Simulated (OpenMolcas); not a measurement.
Pt6+ in a point-charge field

Pt6+ among 5 point charges of -2 e arranged as a square pyramid (C4v), 1.88 Å from the ion, with the axial distance 1.730 Å.
```
   1.8800    0.0000    0.0000  -2.00
   0.0000    1.8800    0.0000  -2.00
  -1.8800    0.0000    0.0000  -2.00
   0.0000   -1.8800    0.0000  -2.00
   0.0000    0.0000    1.7296  -2.00
```

| Item | Value |
| --- | --- |
| Program | OpenMolcas |
| Method | SS-CASPT2, IPEA 0.25 Eh, imaginary shift 0.1 Eh (closed shells correlated: 4f 5s 5p) |
| Basis | ANO-RCC-VDZP [7s6p4d2f] |
| Scalar Hamiltonian | DKH2, point nucleus |
| Active space | 4 electrons in 5 orbitals (5d) |
| State averaging | 2S+1 = 5 even, 5 roots; 2S+1 = 3 even, 45 roots; 2S+1 = 1 even, 50 roots |
| Spin-orbit coupling | state interaction with AMFI integrals over the reference wave functions |

The lowest spin-free states, above the lowest:

```csv
State,Degeneracy,E (cm-1),Free-ion L (%)
2S+1 = 5,1,0,D (100)
2S+1 = 5,1,8350,D (100)
2S+1 = 5,1,11990,D (100)
2S+1 = 5,2,14680,D (100)
2S+1 = 3,2,19970,H (55)
2S+1 = 3,1,21750,H (74)
2S+1 = 3,1,21850,H (73)
2S+1 = 3,1,23740,H (53)
2S+1 = 3,2,24800,F (40)
2S+1 = 3,1,25100,F (59)
2S+1 = 3,1,25870,P (51)
2S+1 = 3,2,26850,P (44)
2S+1 = 3,1,28690,H (68)
2S+1 = 1,1,28990,I (77)
2S+1 = 3,2,29210,F (36)
2S+1 = 3,1,29480,F (48)
2S+1 = 1,2,29640,I (72)
2S+1 = 3,1,29820,H (75)
2S+1 = 1,1,31110,I (88)
2S+1 = 1,1,31830,G (43)
```

The lowest levels with spin-orbit coupling:

```tsv
E (cm-1)	Degeneracy	2S+1	g
0	1	5 (58 %)	
4940	1	5 (82 %)	
8120	2	5 (83 %)	0.00 0.00 0.36
10560	1	5 (87 %)	
14340	1	5 (79 %)	
15530	2	5 (79 %)	0.00 0.00 2.03
17030	1	5 (78 %)	
17600	2	5 (59 %)	0.00 0.00 4.79
19820	1	5 (60 %)	
19980	1	5 (67 %)	
20630	1	5 (67 %)	
21280	1	5 (75 %)	
22270	1	3 (59 %)	
22400	1	3 (56 %)	
22780	2	5 (49 %)	0.00 0.00 2.32
22920	1	5 (63 %)	
22960	2	5 (47 %)	0.00 0.00 2.31
23880	1	3 (47 %)	
25300	2	5 (54 %)	0.00 0.00 5.83
27340	1	5 (48 %)
```

Powder χT (cm3 K/mol): 0 at 2 K, 0.00174 at 10 K, 0.00871 at 50 K, 0.0174 at 100 K, 0.0348 at 200 K, 0.0523 at 300 K. The effective moment at 300 K is 2.828 √(χT) = 0.65 μB.

Spin-orbit coupling mixes the spin-free states strongly: the lowest level takes only 32 % from its leading state, 2S+1 = 5. Point charges give a weaker field than real ligands, and real ions of this kind are as a rule low spin; the high spin found here belongs to the model. Free-ion shares, where given, are those of the reference states; single-state CASPT2 does not remix them. This is an electrostatic model: the charges have no orbitals. An unlabelled pair can be two single states that coincide in this model. No measured value stands beside these numbers.

With an even number of electrons the g values are those of a degenerate or nearly degenerate non-Kramers pair.
